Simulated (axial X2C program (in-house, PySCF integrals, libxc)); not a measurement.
## Spin–orbit effects along a row: molecules with Na, PBE0

All values come from calculations with an in-house all-electron X2C program for linear molecules (integrals from PySCF), spin-free (one-electron X2C) or two-component (2c: spin–orbit coupling with atomic mean-field Coulomb and Gaunt terms, which also bring small scalar terms), in Dyall basis sets with cores contracted in-house; open shells are unrestricted.

Basis sets: B dyall-v3z, Be dyall-cv3z, C dyall-v3z, F dyall-av3z, Li dyall-cv3z, N dyall-av3z, Na dyall-cv3z, O dyall-av3z.

```csv
molecule,spin-free state,Re (Å),ωe (cm⁻¹),De (eV),2c state,Re 2c (Å),ωe 2c (cm⁻¹),De 2c (eV)
LiNa,"M_S = 0, Λ = 0",2.919,253.7,0.75,Ω = 0,2.919,253.7,0.75
NaBe,"M_S = 1/2, Λ = 0",2.890,223.0,0.36,Ω = 1/2,2.890,223.0,0.36
NaB,"M_S = 1, Λ = 1",2.483,334.6,0.89,Ω = 2,2.483,334.5,0.89
NaC,"M_S = 3/2, Λ = 0",2.231,435.1,2.04,Ω = 3/2,2.232,435.0,2.04
NaN,"M_S = 1, Λ = 0",2.237,391.5,1.09,Ω = 1,2.237,391.5,1.09
NaO,"M_S = 1/2, Λ = 1",2.052,490.4,2.45,Ω = 3/2,2.052,490.3,2.46
NaF,"M_S = 0, Λ = 0",1.929,531.6,4.64,Ω = 0,1.930,531.5,4.64
```

Each entry is the lowest single determinant of a limited PBE0 search at one distance. De goes to single-determinant-based atoms at the same level (for ions the charge split of lowest energy) and is withheld (n/a) where an atom does not fit its ground term or J level. Main or longest-lived isotopes. One determinant is a doubtful description, or other states lie close, for NaB, NaC, NaN, NaO; these need not be ground states, and all values refer to the states named. Some open-shell Ω = 0 determinants are out of reach, so the Ω given for NaB, NaN need not be the lowest component. With several unpaired electrons the Ω given is that of one determinant, not necessarily of the lowest component. Some light 2c atoms are not at their ground J level, so De misses part of their lowering (0.04 eV or less). The functionals have no current term, which raises determinants with orbital currents. Where the atoms have a lower orbital projection than the molecule, De at mean-field level may be about a tenth of an eV too small.
